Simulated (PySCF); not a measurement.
Isomers of C6H11NO2Si.

All values: PBE0/pcSseg-1 (PySCF) at GFN2-xTB geometries, gas phase, one conformer each.

(1) Rank by dipole moment, highest first.
A. `[CH3:1][O:2][Si@@H:3]([OH:4])[n:5]1[cH:6][cH:7][c:8]([CH3:9])[cH:10]1` with C1–O2–Si3–O4 54°, O2–Si3–O4–H 163°, O2–Si3–N5–C6 20°
B. `[CH2:1]=[CH:2][CH2:3][C@@:4]([C:5]#[N:6])([O:7][CH3:8])[O:9][SiH3:10]` with C1–C2–C3–C4 -122°, C2–C3–C4–C5 176°, C3–C4–O7–C8 178°, C3–C4–O9–Si10 64°
C. `[CH3:1][CH:2]([CH3:3])[O:4][C:5](=[O:6])[SiH2:7][CH2:8][C:9]#[N:10]` with C1–C2–O4–C5 90°, C2–O4–C5–O6 -3°, O4–C5–Si7–C8 -22°, C5–Si7–C8–C9 -51°
D. `[NH2:1][C:2](=[O:3])[Si@@H:4]1[CH2:5][C@@H:6]([CH:7]2[CH2:8][CH2:9]2)[O:10]1` with H–N1–C2–O3 -173° and -4°, N1–C2–Si4–C5 77°, C5–C6–C7–C8 75°
E. `[CH2:1]=[CH:2][C@@H:3]([O:4][CH3:5])[C@H:6]([C:7]#[N:8])[O:9][SiH3:10]` with C1–C2–C3–O4 143°, C2–C3–O4–C5 -155°, C2–C3–C6–C7 59°, C3–C6–O9–Si10 -47°
F. `[CH3:1][CH2:2][NH:3][C:4](=[O:5])[C@@H:6]1[SiH2:7][CH2:8][C:9]1=[O:10]` with C1–C2–N3–C4 104°, C2–N3–C4–O5 7°, N3–C4–C6–Si7 152°, C4–C6–Si7–C8 -128°, C6–Si7–C8–C9 9°, Si7–C8–C9–O10 163°, C4–C6–C9–C8 132°

(2) Rank by the highest IAO charge on any atom, highest value first.
A. `[CH3:1][CH2:2][C@@H:3]([C:4]#[N:5])[SiH2:6][O:7][C:8]([CH3:9])=[O:10]` with C1–C2–C3–C4 63°, C2–C3–Si6–O7 -176°, C3–Si6–O7–C8 178°, Si6–O7–C8–C9 -176°
B. `[CH3:1][O:2][Si@@H:3]([OH:4])[n:5]1[cH:6][cH:7][c:8]([CH3:9])[cH:10]1` with C1–O2–Si3–O4 54°, O2–Si3–O4–H 163°, O2–Si3–N5–C6 20°
C. `[CH3:1][O:2][Si@H:3]([OH:4])[CH2:5][n:6]1[cH:7][cH:8][cH:9][cH:10]1` with C1–O2–Si3–O4 -177°, O2–Si3–O4–H 38°, O2–Si3–C5–N6 -56°, Si3–C5–N6–C7 94°
D. `[NH2:1][C:2](=[O:3])[Si@@H:4]1[CH2:5][C@@H:6]([CH:7]2[CH2:8][CH2:9]2)[O:10]1` with H–N1–C2–O3 -173° and -4°, N1–C2–Si4–C5 77°, C5–C6–C7–C8 75°
E. `[CH2:1]=[CH:2][CH2:3][C@@:4]([C:5]#[N:6])([O:7][CH3:8])[O:9][SiH3:10]` with C1–C2–C3–C4 -122°, C2–C3–C4–C5 176°, C3–C4–O7–C8 178°, C3–C4–O9–Si10 64°
F. `[CH3:1][CH2:2][NH:3][C:4](=[O:5])[C@@H:6]1[SiH2:7][CH2:8][C:9]1=[O:10]` with C1–C2–N3–C4 104°, C2–N3–C4–O5 7°, N3–C4–C6–Si7 152°, C4–C6–Si7–C8 -128°, C6–Si7–C8–C9 9°, Si7–C8–C9–O10 163°, C4–C6–C9–C8 132°

(3) Rank by the lowest IAO charge on any atom, highest value first.
A. `[CH2:1]=[CH:2][CH2:3][C@@:4]([C:5]#[N:6])([O:7][CH3:8])[O:9][SiH3:10]` with C1–C2–C3–C4 -122°, C2–C3–C4–C5 176°, C3–C4–O7–C8 178°, C3–C4–O9–Si10 64°
B. `[CH3:1][CH2:2][C@@:3]1([CH2:4][C:5]#[N:6])[CH2:7][O:8][SiH2:9][O:10]1` with C1–C2–C3–C4 63°, C2–C3–C4–C5 60°, C2–C3–C7–O8 95°, C3–C7–O8–Si9 18°, C7–O8–Si9–O10 -6°, O8–Si9–O10–C3 -9°
C. `[CH3:1][CH2:2][NH:3][C:4](=[O:5])[C@@H:6]1[SiH2:7][CH2:8][C:9]1=[O:10]` with C1–C2–N3–C4 104°, C2–N3–C4–O5 7°, N3–C4–C6–Si7 152°, C4–C6–Si7–C8 -128°, C6–Si7–C8–C9 9°, Si7–C8–C9–O10 163°, C4–C6–C9–C8 132°
D. `[CH3:1][O:2][Si@H:3]([OH:4])[n:5]1[cH:6][cH:7][cH:8][c:9]1[CH3:10]` with C1–O2–Si3–O4 -55°, O2–Si3–O4–H -171°, O2–Si3–N5–C6 123°
E. `[CH3:1][CH:2]([CH3:3])[O:4][C:5](=[O:6])[SiH2:7][CH2:8][C:9]#[N:10]` with C1–C2–O4–C5 90°, C2–O4–C5–O6 -3°, O4–C5–Si7–C8 -22°, C5–Si7–C8–C9 -51°
F. `[NH2:1][C:2](=[O:3])[Si@@H:4]1[CH2:5][C@@H:6]([CH:7]2[CH2:8][CH2:9]2)[O:10]1` with H–N1–C2–O3 -173° and -4°, N1–C2–Si4–C5 77°, C5–C6–C7–C8 75°

Answers

(1) E (4.52 D), C (3.76 D), D (3.21 D), B (2.46 D), A (1.96 D), F (1.75 D).

(2) B (+1.440 e), C (+1.346 e), D (+1.071 e), A (+1.015 e), E (+0.861 e), F (+0.759 e).

(3) E (-0.579 e), C (-0.605 e), A (-0.627 e), B (-0.656 e), F (-0.689 e), D (-0.792 e).

All values together:

| SMILES | μ (D) | HOMO (eV) | LUMO (eV) | lowest IAO charge (e) | highest IAO charge (e) | lowest Hirshfeld charge (e) | highest Hirshfeld charge (e) |
| --- | --- | --- | --- | --- | --- | --- | --- |
| COC[Si@@H](O)n1cccc1 | 3.08 | -6.08 | 0.51 | -0.784 (O) | +1.261 (Si) | -0.302 (O) | +0.465 (Si) |
| CO[Si@H](O)n1cccc1C | 2.36 | -5.80 | 0.72 | -0.792 (O) | +1.430 (Si) | -0.300 (O) | +0.500 (Si) |
| C=CC[C@@](C#N)(OC)O[SiH3] | 2.46 | -7.83 | -0.11 | -0.627 (O) | +0.861 (Si) | -0.203 (N/O) | +0.381 (Si) |
| CCNC(=O)[C@@H]1[SiH2]CC1=O | 1.75 | -7.17 | -1.12 | -0.605 (C) | +0.759 (Si) | -0.290 (O) | +0.363 (Si) |
| NC(=O)[Si@@H]1C[C@@H](C2CC2)O1 | 3.21 | -6.99 | -0.72 | -0.689 (O) | +1.071 (Si) | -0.295 (O) | +0.432 (Si) |
| CC[C@@H](C#N)[SiH2]OC(C)=O | 2.99 | -8.43 | -0.13 | -0.594 (O) | +1.015 (Si) | -0.249 (O) | +0.412 (Si) |
| CO[Si@@H](O)n1ccc(C)c1 | 1.96 | -5.97 | 0.77 | -0.795 (O) | +1.440 (Si) | -0.305 (O) | +0.499 (Si) |
| CC(C)OC(=O)[SiH2]CC#N | 3.76 | -7.85 | -0.73 | -0.579 (C) | +0.747 (Si) | -0.249 (O) | +0.368 (Si) |
| CCO[Si@@H](O)n1cccc1 | 2.19 | -6.11 | 0.75 | -0.795 (O) | +1.440 (Si) | -0.305 (O) | +0.501 (Si) |
| C=C[C@@H](OC)[C@H](C#N)O[SiH3] | 4.52 | -7.90 | -0.32 | -0.621 (O) | +0.862 (Si) | -0.210 (N/O) | +0.358 (Si) |
| CO[Si@H](O)Cn1cccc1 | 1.61 | -6.14 | 0.96 | -0.796 (O) | +1.346 (Si) | -0.310 (O) | +0.460 (Si) |
| CC[C@@]1(CC#N)CO[SiH2]O1 | 3.20 | -8.32 | 0.24 | -0.656 (O) | +1.215 (Si) | -0.241 (O) | +0.473 (Si) |

Conformers: `[CH3:1][O:2][CH2:3][Si@@H:4]([OH:5])[n:6]1[cH:7][cH:8][cH:9][cH:10]1` with C1–O2–C3–Si4 -178°, O2–C3–Si4–O5 -49°, C3–Si4–O5–H 42°, C3–Si4–N6–C7 6°; `[CH3:1][O:2][Si@H:3]([OH:4])[n:5]1[cH:6][cH:7][cH:8][c:9]1[CH3:10]` with C1–O2–Si3–O4 -55°, O2–Si3–O4–H -171°, O2–Si3–N5–C6 123°; `[CH2:1]=[CH:2][CH2:3][C@@:4]([C:5]#[N:6])([O:7][CH3:8])[O:9][SiH3:10]` with C1–C2–C3–C4 -122°, C2–C3–C4–C5 176°, C3–C4–O7–C8 178°, C3–C4–O9–Si10 64°; `[CH3:1][CH2:2][NH:3][C:4](=[O:5])[C@@H:6]1[SiH2:7][CH2:8][C:9]1=[O:10]` with C1–C2–N3–C4 104°, C2–N3–C4–O5 7°, N3–C4–C6–Si7 152°, C4–C6–Si7–C8 -128°, C6–Si7–C8–C9 9°, Si7–C8–C9–O10 163°, C4–C6–C9–C8 132°; `[NH2:1][C:2](=[O:3])[Si@@H:4]1[CH2:5][C@@H:6]([CH:7]2[CH2:8][CH2:9]2)[O:10]1` with H–N1–C2–O3 -173° and -4°, N1–C2–Si4–C5 77°, C5–C6–C7–C8 75°; `[CH3:1][CH2:2][C@@H:3]([C:4]#[N:5])[SiH2:6][O:7][C:8]([CH3:9])=[O:10]` with C1–C2–C3–C4 63°, C2–C3–Si6–O7 -176°, C3–Si6–O7–C8 178°, Si6–O7–C8–C9 -176°; `[CH3:1][O:2][Si@@H:3]([OH:4])[n:5]1[cH:6][cH:7][c:8]([CH3:9])[cH:10]1` with C1–O2–Si3–O4 54°, O2–Si3–O4–H 163°, O2–Si3–N5–C6 20°; `[CH3:1][CH:2]([CH3:3])[O:4][C:5](=[O:6])[SiH2:7][CH2:8][C:9]#[N:10]` with C1–C2–O4–C5 90°, C2–O4–C5–O6 -3°, O4–C5–Si7–C8 -22°, C5–Si7–C8–C9 -51°; `[CH3:1][CH2:2][O:3][Si@@H:4]([OH:5])[n:6]1[cH:7][cH:8][cH:9][cH:10]1` with C1–C2–O3–Si4 -172°, C2–O3–Si4–O5 52°, O3–Si4–O5–H 163°, O3–Si4–N6–C7 16°; `[CH2:1]=[CH:2][C@@H:3]([O:4][CH3:5])[C@H:6]([C:7]#[N:8])[O:9][SiH3:10]` with C1–C2–C3–O4 143°, C2–C3–O4–C5 -155°, C2–C3–C6–C7 59°, C3–C6–O9–Si10 -47°; `[CH3:1][O:2][Si@H:3]([OH:4])[CH2:5][n:6]1[cH:7][cH:8][cH:9][cH:10]1` with C1–O2–Si3–O4 -177°, O2–Si3–O4–H 38°, O2–Si3–C5–N6 -56°, Si3–C5–N6–C7 94°; `[CH3:1][CH2:2][C@@:3]1([CH2:4][C:5]#[N:6])[CH2:7][O:8][SiH2:9][O:10]1` with C1–C2–C3–C4 63°, C2–C3–C4–C5 60°, C2–C3–C7–O8 95°, C3–C7–O8–Si9 18°, C7–O8–Si9–O10 -6°, O8–Si9–O10–C3 -9°.
